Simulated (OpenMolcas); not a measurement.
# V3+ in a point-charge field

V3+ among 5 point charges of -2.6 e arranged as a trigonal bipyramid (D3h), 1.75 Å from the ion, with the axial distance 1.522 Å. The active orbitals were held to one l.
```
   1.7500    0.0000    0.0000  -2.60
  -0.8750    1.5155    0.0000  -2.60
  -0.8750   -1.5155    0.0000  -2.60
   0.0000    0.0000    1.5225  -2.60
   0.0000    0.0000   -1.5225  -2.60
```

```
Program             : OpenMolcas 26.06
Method              : CASSCF
Basis               : ANO-RCC-VDZP [5s4p2d1f]
Scalar Hamiltonian  : DKH2, point nucleus
Active space        : 2 electrons in 5 orbitals (3d)
State averaging     : 2S+1 = 3 even, 10 roots; 2S+1 = 1 even, 15 roots
Spin-orbit coupling : state interaction with AMFI integrals over the reference wave functions
```

The lowest spin-free states (labels of D3, the rotations of D3h), above the lowest:

| State | Degeneracy | E (cm-1) | Free-ion L (%) |
| --- | --- | --- | --- |
| 2S+1 = 3 | 2 | 0.0 | F (100) |
| 3A2 | 1 | 1699 | F (86) |
| 3E | 2 | 4233 | F (80) |
| 1A1 | 1 | 12830 | D (78) |
| 1E | 2 | 13083 | D (90) |
| 3A2 | 1 | 13671 | P (86) |
| 1E | 2 | 14153 | G (100) |
| 2S+1 = 1 | 2 | 18962 | G (100) |
| 1E | 2 | 20770 | D (61) |
| 3E | 2 | 22713 | F (100) |
| 1A1 | 1 | 38320 | S (50) |
| 3E | 2 | 38870 | P (80) |
| 1E | 2 | 40011 | G (61) |
| 1E | 2 | 46824 | G (90) |
| 1A1 | 1 | 83829 | S (47) |

The lowest levels with spin-orbit coupling:

```tsv
E (cm-1)	Degeneracy	Label	2S+1	g
0.0	2	E	3	0.00 0.00 2.00
292.1	2		3	0.00 0.00 6.00
581.7	2	E	3	0.00 0.00 10.00
1947	1	A1	3	
1975	2	E	3	0.00 0.00 3.99
4420	1	A2	3	
4454	1	A1	3	
4534	2	E	3	0.00 0.00 2.01
4632	2	E	3	0.00 0.00 6.00
13106	1	A1	1	
13324	2	E	1	0.00 0.00 2.17
13989	1	A1	3	
14022	2	E	3	0.00 0.00 3.84
14450	2	E	1	0.00 0.00 8.00
19249	2		1	0.00 0.00 6.00
21062	2	E	1	0.00 0.00 4.00
22812	2	E	3	
23009	2	E	3	0.00 0.00 4.00
23216	2		3	0.00 0.00 8.00
38564	1	A1	1
```

Powder χT (cm3 K/mol): 0.129 at 2 K, 0.148 at 10 K, 0.243 at 50 K, 0.374 at 100 K, 0.684 at 200 K, 0.968 at 300 K. The effective moment at 300 K is 2.828 √(χT) = 2.78 μB.

The lowest level has 2S+1 = 3, for which the spin-only value is χT = S(S+1) / 2 = 1.000 cm3 K/mol (g = 2). The computed 0.968 at 300 K differs by -0.032, through orbital momentum, spin-orbit coupling and any other state in reach.

An orbital doublet at a regular site is open to a Jahn-Teller distortion, which this geometry leaves out. Without dynamic correlation the repulsion within the d shell is too large (B by tens of per cent), so at a given field states of lower spin stand too high. Point charges carry no covalency, so the field is a model and not that of real ligands. An unlabelled pair can be two single states that coincide in this model. No measured value stands beside these numbers.

A state without a sure symmetry label is named by its multiplicity alone. With an even number of electrons the g values are those of a degenerate or nearly degenerate non-Kramers pair.
